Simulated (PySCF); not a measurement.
Isomers of C3H5ClOSi, mass 119.980 u with the commonest isotopes. Method used: PBE0-D3(BJ)/def2-SVP geometry optimisation, gas phase in PySCF 2.14.0. One conformer each, none proved a minimum here; rigid rotors.

Problem. Order these by rotational constant A, largest first.
A. `[CH2:1]=[C:2]([CH:3]=[O:4])[SiH2:5][Cl:6]` with C1–C2–C3–O4 179°, C1–C2–Si5–Cl6 1°
B. `CC1=C(Cl)O[SiH2]1`
C. `[O:1]=[CH:2][Si@@H:3]1[CH2:4][C@H:5]1[Cl:6]` with O1–C2–Si3–C4 25°
D. `[OH:1][Si@H:2]1[CH2:3][CH:4]=[C:5]1[Cl:6]` with H–O1–Si2–C3 -51°

Solution. C (5560 MHz), A (4845 MHz), D (3847 MHz), B (3584 MHz).

Problem. Order these by dipole moment, largest first.
A. `[O:1]=[CH:2][Si@@H:3]1[CH2:4][C@H:5]1[Cl:6]` with O1–C2–Si3–C4 25°
B. `[CH2:1]=[C:2]([CH:3]=[O:4])[SiH2:5][Cl:6]` with C1–C2–C3–O4 179°, C1–C2–Si5–Cl6 1°
C. `CC1=C(Cl)O[SiH2]1`

Solution. B (2.48 D), C (2.30 D), A (2.03 D).

Problem. Order these by rotational constant C, smallest first.
A. `[O:1]=[CH:2][Si@@H:3]1[CH2:4][C@H:5]1[Cl:6]` with O1–C2–Si3–C4 25°
B. `[OH:1][Si@H:2]1[CH2:3][CH:4]=[C:5]1[Cl:6]` with H–O1–Si2–C3 -51°
C. `CC1=C(Cl)O[SiH2]1`
D. `[CH2:1]=[C:2]([CH:3]=[O:4])[SiH2:5][Cl:6]` with C1–C2–C3–O4 179°, C1–C2–Si5–Cl6 1°

Solution. D (1056 MHz), A (1136 MHz), B (1209 MHz), C (1280 MHz).

```
              SMILES  point group  Ia (u·Å²)  Ib (u·Å²)  Ic (u·Å²)      κ  μa (D)  μb (D)  μc (D)
O=C[Si@@H]1C[C@H]1Cl           C1      90.90     435.70     444.93  -0.99    0.93    1.80    0.10
    C=C(C=O)[SiH2]Cl            –     104.31     380.47     478.68  -0.86    0.34    2.46    0.01
     O[Si@H]1CC=C1Cl           C1     131.39     317.56     417.91  -0.71    0.90    1.29    1.29
   CC1=C(Cl)O[SiH2]1            –     141.02     262.89     394.70  -0.44    1.70    1.55    0.01
```
